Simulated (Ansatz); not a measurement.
The cluster Al4H5⁺ (the lowest singlet isomer of a short search), 9 atoms. Hardware: 4 threads of Arm Neoverse V1 on a shared host.

Correlated methods freeze 20 core orbitals.

Q: How many basis functions does each of these Ansatz runs have, and roughly what does it cost? MP2/def2-TZVP, charge 1 singlet, energy, from earlier orbitals; r2SCANh-D4/def2-TZVP, charge 1 singlet, energy, from earlier orbitals; CCSD(T)/def2-TZVPP, charge 1 singlet, energy, from earlier orbitals; PBE0-D4/def2-TZVP, charge 1 singlet, energy, from earlier orbitals; BLYP-D4/def2-TZVP, charge 1 singlet, energy, from earlier orbitals; PBE0-D4/def2-SVP, charge 1 singlet, energy, from earlier orbitals; r2SCAN-D4/def2-TZVP, charge 1 singlet, energy, from earlier orbitals; B3LYP-D4/def2-SVP, charge 1 singlet, relaxation, 25 steps; PBE-D4/def2-SVP, charge 1 singlet, energy, from earlier orbitals; B3LYP-D4/def2-TZVP, charge 1 singlet, energy, from earlier orbitals; PBE-D4/def2-TZVP, charge 1 singlet, energy and forces, from earlier orbitals.

A: Other jobs shared the machine, so times can vary by a factor of up to 3. A dash marks memory too small to be measured apart from the calling script's.

```tsv
run	functions	fitting or Cholesky vectors	wall time	peak host memory (GiB)
PBE-D4/def2-SVP, charge 1 singlet, energy, from earlier orbitals	97	1062	0.85 s	–
PBE0-D4/def2-SVP, charge 1 singlet, energy, from earlier orbitals	97	895	1.1 s	–
MP2/def2-TZVP, charge 1 singlet, energy, from earlier orbitals	178	1161	1.7 s	–
BLYP-D4/def2-TZVP, charge 1 singlet, energy, from earlier orbitals	178	1256	1.9 s	–
PBE-D4/def2-TZVP, charge 1 singlet, energy and forces, from earlier orbitals	178	1256	2 s	–
B3LYP-D4/def2-TZVP, charge 1 singlet, energy, from earlier orbitals	178	1256	2.4 s	–
PBE0-D4/def2-TZVP, charge 1 singlet, energy, from earlier orbitals	178	1336	2.4 s	–
r2SCAN-D4/def2-TZVP, charge 1 singlet, energy, from earlier orbitals	178	1256	3.7 s	–
r2SCANh-D4/def2-TZVP, charge 1 singlet, energy, from earlier orbitals	178	1256	4.1 s	–
B3LYP-D4/def2-SVP, charge 1 singlet, relaxation, 25 steps	97	966	26 s	–
CCSD(T)/def2-TZVPP, charge 1 singlet, energy, from earlier orbitals	238	1411	32 s	3.6
```
